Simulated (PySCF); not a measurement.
Cu(OH)2 (CuH2O2), SMILES [OH][Cu][OH] (connectivity only; charge and spin as stated), neutral, multiplicity 2. Coordinates come from a PBE-D3(BJ)/def2-TZVP optimisation. The multiplicity is an assumed one; other spin states were not compared. One conformer was computed; it need not be the lowest.

These are PBE-D3(BJ)/def2-TZVP (PySCF 2.14.0) values and carry that method's errors.

Harmonic wavenumbers (cm⁻¹): 135, 194, 492, 572, 700, 717, 746, 3682, 3685. Rotational constants (GHz): 340.2, 4.639, 4.577; symmetry number 2.

Task: Work out the zero-point energy and the ideal-gas rigid-rotor harmonic-oscillator thermochemistry at 298.15 K and 1 atm.

Result: ZPE = ½ Σ hcν = ½ × 10923 cm⁻¹ = 15.62 kcal/mol. H − E(el) = 19.22 kcal/mol. Entropy in cal/(mol K): translation 39.64, rotation 19.95, vibration 7.10, spin 1.38, total 68.07. G − E(el) = -1.08 kcal/mol. Cp = 16.44 cal/(mol K). Modes under 150 cm⁻¹ make the vibrational entropy uncertain.
